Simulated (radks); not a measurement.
The numbers below are computed, except where a source is named.
Problem. Mn, configuration [Ar] 3d5 4s2. Code: a radial shooting solver on a logarithmic mesh with Libxc functionals. Model: scalar-relativistic Kohn-Sham, r2SCAN, spin-unpolarised, spherical densities, finite nucleus; meta-GGA in the generalised Kohn-Sham scheme; Fermi nuclear charge, rms radius 3.7057 fm. Some entries of the table are withheld. Estimate them.

| orbital | occ. | eigenvalue (hartree) | r(max) (bohr) |
|---|---|---|---|
| 1s | 2 | -237.1468 | (1) |
| 2s | 2 | -27.66823 | (2) |
| 2p | 6 | (3) | 0.1884 |
| 3s | 2 | -3.27044 | 0.7354 |
| 3p | 6 | (4) | 0.7523 |
| 3d | 5 | -0.24906 | 0.7651 |
| 4s | 2 | (5) | 2.533 |

Solution. 
(1) 1s r(max) (bohr): 0.03988
(2) 2s r(max) (bohr): 0.2322
(3) 2p eigenvalue (hartree): -23.38581
(4) 3p eigenvalue (hartree): -2.07329
(5) 4s eigenvalue (hartree): -0.19521
